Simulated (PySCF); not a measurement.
From computed data to an observable: chemical shift, span and skew from a shielding tensor

C2H7BFNO, SMILES B(F)(N)COC. Atoms are numbered in the order given.

```xyz
13

C      2.0475     0.6978     0.0852
O      1.2484     0.1613    -0.9345
C      0.3642    -0.8461    -0.4514
B     -0.9450    -0.2514     0.2156
N     -1.2704     1.0961     0.0634
F     -1.7604    -1.0659     0.9140
H      2.7142    -0.0691     0.5319
H      2.6725     1.4879    -0.3569
H      1.4432     1.1394     0.9050
H      0.8912    -1.5450     0.2335
H      0.0701    -1.4589    -1.3244
H     -2.1065     1.5268     0.4377
H     -0.6812     1.6968    -0.5014
```
Charge 0, spin multiplicity 1.

The structure is a stationary point at r2SCAN-D4/def2-SVP. The structure was generated by enumeration, and PubChem lists no compound with its InChIKey, so it may never have been made. One conformer was computed; it need not be the lowest.

GIAO shieldings from PySCF with KT2/pcSseg-1, non-relativistic, no solvent. The symmetric part of the tensor of N5 has the principal values 106.1, 213.4, 238.3 ppm. The same nucleus in NH3 has σ = 266.2 ppm at this level (PySCF, at its B3LYP-D3(BJ)/def2-TZVP geometry).

Question: Work out the isotropic shielding, the ¹⁵N shift against NH3, the span and the skew.

Answer: 
σ(iso) = (σ11 + σ22 + σ33)/3 = 185.9 ppm. δ = σ(ref) − σ(iso) = 266.2 − (185.9) = 80.3 ppm.
Span Ω = σ33 − σ11 = 132.2 ppm. Skew κ = 3(σ(iso) − σ22)/Ω = -0.62. Tumbling in solution averages the tensor to δ; in a static solid the shielding alone would spread this spin-1/2 line over Ω.
